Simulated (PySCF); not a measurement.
A run for PySCF: R-HF/STO-3G on AlAsH4O (SMILES [OH][AlH][AsH2]), a point of a torsion scan.

```python
from pyscf import gto, scf, dft, mp
from pyscf.data.elements import chemcore

mol = gto.M(
    atom='''
    O    -1.86980648   -0.55384068    0.40714630
    Al   -0.48495391    0.20070157   -0.06261399
    As    1.74630247   -0.43598340    0.57930115
    H    -2.71922315   -0.91835875    0.61675681
    H    -0.69972586    1.40957562   -1.01009081
    H     2.07170433    1.03402549    0.43739147
    H     1.99302955   -0.59990202   -0.90536579
    ''',
    basis='sto-3g',
    charge=0, spin=0, verbose=3, max_memory=1800)
mf = scf.RHF(mol)
mf.conv_tol = 1e-8
mf.max_cycle = 100
mf.kernel()
if not mf.converged:
    mf = mf.newton().run(mf.mo_coeff, mf.mo_occ)
```

### Question
What total energy does the run end on?

### Answer
-2524.4829 hartree.
